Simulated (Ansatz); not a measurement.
Basis-set series for CH7NSiZn. Charge 0, multiplicity 1. The bonds changed during the relaxation, so this is another structure than the one it started from. All single points use the PBE0-D4/def2-TZVP geometry. It is one conformer, not always the lowest.

Z-matrix (Å, degrees):
```
C
Si 1 1.871
H 1 1.093 2 111.2
H 1 1.093 2 111.1 3 120.3
H 1 1.094 2 110.5 3 -119.9
N 2 1.720 1 116.5 3 -60.6
H 2 1.489 1 108.2 3 178.8
H 2 1.489 1 108.6 3 59.8
H 6 1.007 2 120.9 1 -71.0
H 6 1.007 2 120.4 1 76.0
Zn 10 3.197 6 128.9 2 -7.1
```

| functional | basis | functions | energy (Eh) | HOMO (eV) | LUMO (eV) |
| --- | --- | --- | --- | --- | --- |
| PBE0-D4 | def2-TZVPP | 266 | -2165.55770 | -6.63 | -0.73 |
| PBE0-D4 | def2-QZVPP | 494 | -2165.61573 | -6.62 | -0.81 |
| ωB97M-V | def2-TZVPP | 266 | -2165.86625 | -8.72 | 0.72 |
| ωB97M-V | def2-QZVPP | 494 | -2165.92229 | -8.73 | 0.44 |

(1) Give the rows for def2-SVP. (Best estimate.)

Answers

(1) The calculation gave: 
```csv
functional,basis,functions,energy (Eh),HOMO (eV),LUMO (eV)
PBE0-D4,def2-SVP,112,-2165.07525,-6.36,0.30
ωB97M-V,def2-SVP,112,-2165.37736,-8.45,2.06
```

Positive LUMOs are unbound and depend on the basis. Scalar relativity is left out up to krypton.

Computed with Ansatz.
